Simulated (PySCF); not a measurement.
Electronic structure of Au⁵⁴⁺ (gold, charge +54) at the M06-L level

Configuration: [Ar] 3d7, high-spin 4F determinant. All numbers are calculated (PySCF 2.14, scalar relativity by spin-free X2C-1e, in an even-tempered Gaussian basis (17 s from 13 bohr⁻², ratio 2.5; 13 p from 17 bohr⁻², ratio 2.5; 7 d from 17 bohr⁻², ratio 2.5; 4 f from 69 bohr⁻², ratio 2.7; 3 g from 100 bohr⁻², ratio 2.7)).

```
Total energy                : -16488.27 hartree
One-electron energy         : -18794.82 hartree
Hartree (Coulomb) energy    : 2551.59 hartree
Exchange-correlation energy : -245.05 hartree
⟨S²⟩                        : 3.7501
⟨L²⟩                        : 12.000
Sum of ⟨r⟩                  : 3.074 bohr
Sum of ⟨r²⟩                 : 0.5345 bohr²
Time after the integrals    : of the order of 7 core-seconds
```

| shell | electrons | mean orbital energy (hartree) | spread (hartree) | rms radius, mean of both spins (bohr) |
| --- | --- | --- | --- | --- |
| 1s α | 1 | -3084.83841 | 0 | 0.0190 |
| 1s β | 1 | -3084.82699 | 0 | 0.0190 |
| 2s α | 1 | -645.10985 | 0 | 0.0765 |
| 2s β | 1 | -644.39933 | 0 | 0.0765 |
| 2p α | 3 | -576.31314 | 0 | 0.0701 |
| 2p β | 3 | -575.74417 | 0.00014 | 0.0701 |
| 3s α | 1 | -235.65198 | 0 | 0.189 |
| 3s β | 1 | -234.60260 | 0 | 0.189 |
| 3p α | 3 | -215.26639 | 0 | 0.190 |
| 3p β | 3 | -214.25875 | 0.00024 | 0.190 |
| 3d α | 5 | -194.52596 | 0.29819 | 0.171 |
| 3d β | 2 | -193.78976 | 0.00001 | 0.171 |

Spin-orbit coupling is strong in this species (close to jj coupling), so the high-spin LS determinant is a model state, not a physical level.

Densities and radii are taken from the X2C orbitals without a picture-change correction, which distorts them close to the nucleus.
